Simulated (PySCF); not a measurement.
Numbering as in the mapped SMILES `[CH3:1][C:2]1=[CH:3][CH:4]=[CH:5][S:6]1(=[O:7])=[O:8]` (H(Xn): hydrogen on atom n).

Geometry: GFN2-xTB; GIAO shifts from PySCF 2.14, gas phase, non-relativistic, averaged over equivalent atoms.

At PBE0/pcSseg-1 (173 basis functions, 23 s wall time on 1 thread of an Arm Neoverse V2, shared host):
```json
{"atoms": "C2", "δ (ppm)": "155.9"}
{"atoms": "C5", "δ (ppm)": "141.4"}
{"atoms": "C4", "δ (ppm)": "135.0"}
{"atoms": "C3", "δ (ppm)": "124.4"}
{"atoms": "C1", "δ (ppm)": "12.0"}
{"atoms": "O7/O8", "δ (ppm)": "176.8"}
{"atoms": "H(C4)", "δ (ppm)": "6.69"}
{"atoms": "H(C5)", "δ (ppm)": "6.65"}
{"atoms": "H(C3)", "δ (ppm)": "6.15"}
{"atoms": "H(C1)", "δ (ppm)": "2.33"}
```

Referencing at the same level of theory: ¹³C (σ = 186.93 ppm) and ¹H (σ = 31.72 ppm) against TMS; ¹⁷O (σ = 336.08 ppm) vs H2O.

Estimate the result of repeating the calculation with B3LYP/6-31++G**.

## Answers


```tsv
atoms	δ at B3LYP/6-31++G**	change
C2	147.2	-8.7
C5	130.5	-10.9
C4	123.5	-11.5
C3	113.8	-10.6
C1	11.2	-0.8
O7/O8	153.5	-23.3
H(C4)	6.68	-0.01
H(C5)	6.50	-0.15
H(C3)	6.11	-0.04
H(C1)	2.19	-0.14
```

References, each an isolated molecule treated in the same way: ¹³C (194.41 ppm), ¹H (31.97 ppm) against TMS; H2O for ¹⁷O (335.77 ppm).

The largest change is at O7/O8 (S=O oxygen). Cost: 184 basis functions, 33 s wall time on 1 thread of an Arm Neoverse V1, shared host. The order of the carbon signals is the same at both levels.

Experimental scales use liquid or dissolved standards, which lie at an offset from isolated H2O (liquid H2O: subtract about 36 ppm).
